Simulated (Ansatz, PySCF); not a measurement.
toluene (C₇H₈), SMILES c1ccccc1C.

Coordinates come from a r2SCAN-D4/def2-SVP optimisation.

Vertical ionisation energy (IE) and electron affinity (EA) in eV. Rows of orbital energies are one-electron estimates. Where ΔSCF, EOM or ADC give a negative EA the extra electron is unbound and the value depends on the basis.

```
level                                                                        IE          EA
-------------------------------------------------------------------  ----------  ----------
−ε(HOMO), −ε(LUMO), CAM-B3LYP/def2-TZVP (PySCF)                            8.11       -0.87
ΔSCF, PBE0/def2-SVPD (Ansatz), final states of multiplicity 2 and 2  (withheld)  (withheld)
```

Complete the blanks. (Estimate from the structure and the level; the computed values follow.)


- ΔSCF, PBE0/def2-SVPD (Ansatz, a program for electronic structure), final states of multiplicity 2 and 2, IE: 8.82
- ΔSCF, PBE0/def2-SVPD (Ansatz), final states of multiplicity 2 and 2, EA: -1.51

What vertical singlet–triplet gap does ΔSCF give with PBE0/def2-SVPD (Ansatz)? (The exact figures need the calculation; the answer reports its results.)

4.17 eV (triplet above singlet where positive).
